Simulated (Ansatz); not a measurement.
C2H3AuFN (`CC#[N+][Au-][F]`), charge 0, multiplicity 1.

Question: Give a relaxed structure at PBE0-D4/def2-TZVP (Ansatz 0.2.0). (An estimate is asked.)

Answer: Ansatz gave: 
Cartesian coordinates in Å:
```
C -1.592 0.572 0.378
C -0.267 0.096 0.063
N 0.785 -0.282 -0.186
Au 2.554 -0.917 -0.606
F 4.319 -1.551 -1.024
H -2.258 0.400 -0.470
H -1.980 0.041 1.249
H -1.560 1.641 0.595
```
Point group C3v.
